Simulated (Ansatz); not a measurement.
Reaction (isomerisation): `OC/C=C/[SiH3]` → `C[SiH2]CC=O`

Program: Ansatz. Geometries: PBE0-D4/def2-TZVP. ΔE: electronic, gas phase. CCSD(T)/CBS adds triple-zeta CCSD(T) − MP2 to the extrapolated MP2 energy (def2 sets, frozen cores). Functionals use def2-TZVPP. One conformer a species, not always the lowest.

Q: Is it downhill or uphill in electronic energy at CCSD(T)/CBS, and by how much? (Best estimate.)

A: Ansatz gave: Downhill: ΔE = -93.2 kJ/mol.

Q: What do these levels give: r2SCANh-D4, B2PLYP, RPA@PBE/def2-TZVPP, MP2/def2-TZVPP, SCS-MP2/def2-TZVPP, CCSD/CBS(def2)? (An estimate is asked.)

A: Computed: r2SCANh-D4 -103.4, B2PLYP -98.2, RPA@PBE/def2-TZVPP -96.0, MP2/def2-TZVPP -100.5, SCS-MP2/def2-TZVPP -97.8, CCSD/CBS(def2) -92.8 kJ/mol.

Largest T1 diagnostic among the species: 0.013.

The D4 term adds −3.0 kJ/mol with B3LYP and −1.7 kJ/mol with PBE0; it sums over pairs of atoms, weighted by their polarisabilities, and B3LYP, whose exchange is more repulsive, gets the larger term. At CCSD(T), def2-SVP lies −12.8 kJ/mol from the extrapolated value and def2-TZVPP −3.0 kJ/mol.

B3LYP here is the variant with VWN-RPA as its local correlation; programs differ in this.
